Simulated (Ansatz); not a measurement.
Program: Ansatz. Geometries: PBE0-D4/def2-TZVP. ΔE: electronic, gas phase. CCSD(T)/CBS is the MP2 limit (def2-TZVPP, def2-QZVPP) plus CCSD(T) − MP2 in def2-TZVPP, frozen cores. This one scheme is used for every species. DFT in def2-TZVPP. One conformer a species, not always the lowest.

Consider the ligand exchange at the Al–S bond: `[CH3][AlH][S]C` + `O[SiH](F)F` → `[CH3][AlH][O][SiH](F)F` + CH₃SH.

```tsv
species	ωB97M-V energy (Eh)
`[CH3][AlH][S]C`	-721.04190
`O[SiH](F)F`	-565.84976
`[CH3][AlH][O][SiH](F)F`	-848.23993
CH₃SH	-438.67380
```

Q: Work out ΔE.

A: ΔE = (-848.23993) + (-438.67380) − (-721.04190) − (-565.84976) = -0.02207 Eh = -13.8 kcal/mol. CCSD(T)/CBS gives -13.8 kcal/mol.

Largest T1 diagnostic among the species: 0.012.

In def2-TZVPP, CCSD(T) changes the Hartree–Fock value by +3.9 kcal/mol (the triples alone add +1.0 kcal/mol) and MP2 by +4.4 kcal/mol. From PBE to PBE0 (25 % exact exchange), in def2-TZVPP and without D4, ΔE moves by −0.9 kcal/mol. The D4 term adds +0.7 kcal/mol with B3LYP and +0.4 kcal/mol with PBE0; it sums over pairs of atoms, weighted by their polarisabilities, and B3LYP, whose exchange is more repulsive, gets the larger term.

B3LYP here is the variant with VWN-RPA as its local correlation; programs differ in this.
